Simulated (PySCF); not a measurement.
# How methods differ on the ionisation energy of Ir⁶⁹⁺

Ir⁶⁹⁺ [He] 2s2 2p4 [2p1/2^2 2p3/2^2, M_J = 2] → Ir⁷⁰⁺ [He] 2s2 2p3 [2p1/2^2 2p3/2^1, M_J = 3/2], as a difference of total energies. Computed with PySCF 2.14 in an even-tempered Gaussian basis (16 s from 56 bohr⁻², ratio 2.4; 13 p from 72 bohr⁻², ratio 2.4; 5 d from 240 bohr⁻², ratio 2.6; 4 f from 370 bohr⁻², ratio 2.6), with the two-component X2C-1e Hamiltonian. Correlated levels: nothing frozen; the 28 highest virtual spinors dropped. "Screened" scales the spin-orbit matrix elements by Boettger's factors to mimic the two-electron term; Breit and QED terms are absent.

| method | ionisation energy (eV) |
| --- | --- |
| GHF (spin-free) | 18229.6 |
| GMP2 (spin-free) | 18231.4 |
| GHF (screened spin-orbit) | 17787.7 |
| GMP2 (screened spin-orbit) | 17788.0 |

For this ion Breit and QED terms and the two-electron picture change, all absent here, outweigh the correlation shift from GHF to GMP2.

The spin-free rows relax to the high-spin LS determinant and lack the spin-orbit shift.

The labels give the starting determinants; with spin-orbit coupling the two ends relaxed to ⟨J²⟩ = 6.00, ⟨L²⟩ = 3.31, ⟨S²⟩ = 1.38 and ⟨J²⟩ = 3.75, ⟨L²⟩ = 2.62, ⟨S²⟩ = 1.46.

For comparison: 17770 ± 50 eV (theoretical estimate listed by NIST; NIST Atomic Spectra Database, ionization energies).
